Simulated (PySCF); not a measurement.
One of the candidates below gave these computed data.

All candidates are C3H5BO2.

- Valence photoelectron: vertical ionisation energy: 10.74 eV [ΔSCF CAM-B3LYP/def2-SVPD]
- Polarisability: 56.0 au [CAM-B3LYP/def2-SVPD]
- 1H NMR: chemical shifts (computed TMS as zero) by class: 3.90 (3 H), 3.59 (1 H), 2.25 (1 H) ppm [GIAO B3LYP/pcSseg-2]
- 13C NMR: chemical shifts (computed TMS as zero) by class: 97.5 (1 C), 86.2 (1 C), 56.8 (1 C) ppm [GIAO B3LYP/pcSseg-2]
- Couplings: largest of the computed one-bond spin–spin couplings (means over like bonds): 13C–1H +262.9, 13C–13C +165.3, 13C–1H +148.7 (×3), 13C–11B +127.8, 17O–1H -78.7, 17O–13C +16.1, 17O–11B -14.9, 17O–11B -13.5 Hz [B3LYP/pcJ-1, spin–dipole term left out for some pairs]
- UV, first state: lowest singlet excitation: 5.63 eV (220 nm, f = 0.000) [TDDFT CAM-B3LYP/def2-SVPD]
- Rotational structure: rotational constants A, B, C: 4.366, 3.237, 1.881 GHz [PBE0-D3(BJ)/def2-SVP]
- UV, strongest line: among the 10 lowest singlet transitions: S7 at 7.96 eV (156 nm, f = 0.087) [TDDFT CAM-B3LYP/def2-SVPD]

Gas-phase values; electronic properties from PySCF, density fitting. Levels stand in brackets. One conformer (not necessarily the lowest) at the PBE0-D3(BJ)/def2-SVP geometry, without solvent, vibrations or thermal averaging. Each NMR value is the plain mean over a class of atoms that symmetry, rotation or inversion makes alike.

**Question.** Which candidate is it?
A. `CC#CB(O)O`
B. `[BH2-]1OC=CC=[O+]1`
C. `C#CCB(O)O`
D. `C#CB(O)OC`

**Answer.** D. It is `C#CB(O)OC`. Numbering: `[CH:1]#[C:2][B:3]([OH:4])[O:5][CH3:6]`. 3 carbons fall into 3 classes; from least to most shielded: terminal alkyne carbon [C1] (97.5 ppm), alkyne carbon [C2] (86.2 ppm), methoxy carbon [C6] (56.8 ppm). Hydrogen classes from least to most shielded: 3 H on a methoxy carbon, C6 (3.90 ppm, a mean of values up to 0.9 ppm apart in this geometry), 1 H on a boron-bound oxygen, O4 (3.59 ppm), 1 H on a terminal alkyne carbon, C1 (2.25 ppm). The couplings run between: +262.9 Hz, terminal alkyne carbon [C1] and its hydrogen; +165.3 Hz, terminal alkyne carbon [C1] and alkyne carbon [C2]; +148.7 Hz, methoxy carbon [C6] and its hydrogen (with 2 like pairs); +127.8 Hz, alkyne carbon [C2] and three-coordinate boron [B3]; -78.7 Hz, boron-bound oxygen [O4] and its hydrogen; +16.1 Hz, boron-bound oxygen [O5] and methoxy carbon [C6]; -14.9 Hz, boron-bound oxygen [O5] and three-coordinate boron [B3]; -13.5 Hz, boron-bound oxygen [O4] and three-coordinate boron [B3]. By its constants the optimised geometry is an asymmetric top.

The others, at the same levels:
- `CC#CB(O)O` fails: its computed vertical ionisation energy is 10.09 eV (against 10.74 eV), strongest line among the 10 lowest singlet transitions is S9 at 8.41 eV (147 nm, f = 0.521) (against S7 at 7.96 eV) and static isotropic polarisability is 58.6 au (against 56.0 au).
- `[BH2-]1OC=CC=[O+]1` fails: its computed lowest singlet excitation is 3.63 eV (341 nm, f = 0.042) (against 5.63 eV), vertical ionisation energy is 9.17 eV (against 10.74 eV) and strongest line among the 10 lowest singlet transitions is S9 at 7.75 eV (160 nm, f = 0.195) (against S7 at 7.96 eV).
- `C#CCB(O)O` fails: its computed lowest singlet excitation is 6.55 eV (189 nm, f = 0.000) (against 5.63 eV), vertical ionisation energy is 10.29 eV (against 10.74 eV) and rotational constant A is 8.593 GHz (against 4.366 GHz).

Each candidate is one conformer, not necessarily the lowest. The conformers computed, where there is a choice (atom-mapped SMILES and torsion angles):
- `[CH:1]#[C:2][B:3]([OH:4])[O:5][CH3:6]`: C2–B3–O5–C6 0°, H–O4–B3–C2 180°
- `[CH3:1][C:2]#[C:3][B:4]([OH:5])[OH:6]`: H–O5–B4–C3 0°, H–O6–B4–C3 180°
- `[CH:1]#[C:2][CH2:3][B:4]([OH:5])[OH:6]`: C2–C3–B4–O5 -5°, H–O5–B4–C3 1°, H–O6–B4–C3 179°
